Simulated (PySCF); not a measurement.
**input.py for BeSn**

File input.py (PySCF 2.14):

```python
from pyscf import gto, dft

mol = gto.M(
    atom='Be 0 0 0; Sn 0 0 2.079',
    basis='sbkjc',
    ecp={'Be': 'sbkjc', 'Sn': 'sbkjc'},
    charge=0,
    spin=2,
    verbose=4,
)
mf = dft.UKS(mol, xc='m06l')
mf.kernel()
g = mf.nuc_grad_method()
g.grid_response = True
g.kernel()
mf.dip_moment()
print('orbital energies (hartree):', [e[max(0, n-3):n+3].round(4) for e, n in zip(mf.mo_energy, mol.nelec)])
```

```bash
$ OMP_NUM_THREADS=1 python input.py
```

Output (some set-up lines and the per-cycle HOMO/LUMO lines with their warnings removed):

```
PySCF version 2.14.0

[INPUT] verbose = 4
[INPUT] num. atoms = 2
[INPUT] num. electrons = 6
[INPUT] charge = 0
[INPUT] spin (= nelec alpha-beta = 2S) = 2
[INPUT] symmetry False subgroup None
[INPUT] Mole.unit = angstrom
[INPUT] Symbol           X                Y                Z      unit          X                Y                Z       unit  Magmom
[INPUT]  1 Be     0.000000000000   0.000000000000   0.000000000000 AA    0.000000000000   0.000000000000   0.000000000000 Bohr   0.0
[INPUT]  2 Sn     0.000000000000   0.000000000000   2.079000000000 AA    0.000000000000   0.000000000000   3.928740612971 Bohr   0.0

nuclear repulsion = 2.0362759438961
number of shells = 8
number of NR pGTOs = 36
number of NR cGTOs = 16
basis = sbkjc
ecp = {'Be': 'sbkjc', 'Sn': 'sbkjc'}

******** <class 'pyscf.dft.uks.UKS'> ********
method = UKS
initial guess = minao
damping factor = 0
level_shift factor = 0
DIIS = <class 'pyscf.scf.diis.CDIIS'>
diis_start_cycle = 1
diis_space = 8
diis_damp = 0
SCF conv_tol = 1e-09
SCF conv_tol_grad = None
SCF max_cycles = 50
direct_scf = True
direct_scf_tol = 1e-13
number electrons alpha = 4  beta = 2
XC library pyscf.dft.libxc version 7.0.0
    S. Lehtola, C. Steigemann, M. J.T. Oliveira, and M. A.L. Marques.,  SoftwareX 7, 1–5 (2018)
XC functionals = m06l
    Y. Zhao and D. G. Truhlar.,  J. Chem. Phys. 125, 194101 (2006)
    Y. Zhao and D. G. Truhlar.,  J. Chem. Phys. 125, 194101 (2006)
    Y. Zhao and D. G. Truhlar.,  Theor. Chem. Acc. 120, 215 (2008)
radial grids:
    Treutler-Ahlrichs [JCP 102, 346 (1995); DOI:10.1063/1.469408] (M4) radial grids

becke partition: Becke, JCP 88, 2547 (1988); DOI:10.1063/1.454033
pruning grids: <function nwchem_prune>
grids dens level: 3
symmetrized grids: False
atomic radii adjust function: <function treutler_atomic_radii_adjust>
small_rho_cutoff = 0
Set gradient conv threshold to 3.16228e-05
tot grids = 35680
init E= -4.235744556213

cycle= 1 E= -4.32479495173497  delta_E= -0.0891  |g|= 0.102  |ddm|= 1.68
cycle= 2 E= -4.17067447120221  delta_E= 0.154  |g|= 0.343  |ddm|= 1.14
cycle= 3 E= -4.35048498282632  delta_E= -0.18  |g|= 0.0177  |ddm|= 0.797
cycle= 4 E= -4.35075374465222  delta_E= -0.000269  |g|= 0.0108  |ddm|= 0.191
cycle= 5 E= -4.35096833960373  delta_E= -0.000215  |g|= 0.00121  |ddm|= 0.0386
cycle= 6 E= -4.35097212543396  delta_E= -3.79e-06  |g|= 0.000197  |ddm|= 0.00785
cycle= 7 E= -4.35097231061986  delta_E= -1.85e-07  |g|= 9.04e-05  |ddm|= 0.00206
cycle= 8 E= -4.35097236793141  delta_E= -5.73e-08  |g|= 4.98e-05  |ddm|= 0.000872
cycle= 9 E= -4.35097241210163  delta_E= -4.42e-08  |g|= 2.7e-05  |ddm|= 0.00121
cycle= 10 E= -4.35097242669386  delta_E= -1.46e-08  |g|= 3.44e-06  |ddm|= 0.00108
cycle= 11 E= -4.35097242685921  delta_E= -1.65e-10  |g|= 2.35e-07  |ddm|= 0.000148
Extra cycle  E= -4.35097242685869  delta_E= 5.2e-13  |g|= 6.16e-07  |ddm|= 3.18e-06
converged SCF energy = -4.35097242685869  <S^2> = 2.0030278  2S+1 = 3.0020178

******** <class 'pyscf.grad.uks.Gradients'> for <class 'pyscf.dft.uks.UKS'> ********
unit = Eh/Bohr
grid_response = True
--------------- UKS gradients ---------------
         x                y                z
0 Be     0.0000000000     0.0000000000     0.0743630781
1 Sn    -0.0000000000    -0.0000000000    -0.0743630781
----------------------------------------------
Dipole moment(X, Y, Z, Debye):  0.00000,  0.00000, -1.50035
orbital energies (hartree): [array([-0.2254, -0.17  , -0.17  , -0.1181, -0.0362, -0.0362]), array([-0.3868, -0.1959, -0.1339, -0.1339, -0.0994])]
```

In short: E(SCF) = -4.350972 Eh, 11 cycles, ⟨S²⟩ = 2.003, μz(SCF) = -1.50 D, gradient on the second atom -0.0744 Eh/bohr.

Hardware: Arm Neoverse V1, 1 thread, shared host. Wall time 2.2 s.

The bond length is a typed value, not an optimised one. No search for the lowest solution was made.
